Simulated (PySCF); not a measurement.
The numbers are results of PBE0-D3(BJ)/def2-TZVP run with PySCF, not measurements. All species are isolated molecules in the gas phase. One relaxed conformer stands for a flexible species; it need not be the lowest. Excitations are Tamm–Dancoff values on a coarser integration grid. The basis has no diffuse functions, so Rydberg states are missing or too high.

Reference species (SMILES): `[SiH2](C)O` (C–Si–O–H torsion 69°) (neutral, multiplicity 1).

| Quantity | Value |
|---|---|
| S1–T1 gap (TDA) | 0.38 eV |
| S1 excitation (TDA) | 7.35 eV |
| HOMO | -8.41 eV |
| S1 oscillator strength | 0.009 |

Changed species: `CO[SiH3]`.

Problem. Predict the effect on the S1–T1 gap (TDA), S1 excitation (TDA), HOMO and S1 oscillator strength.

Solution. the S1–T1 gap (TDA) drops by 0.03 eV, to 0.35 eV; the S1 excitation (TDA) falls by 0.41 eV, to 6.94 eV; the HOMO rises by 0.23 eV, to -8.18 eV; the S1 oscillator strength is nearly the same.
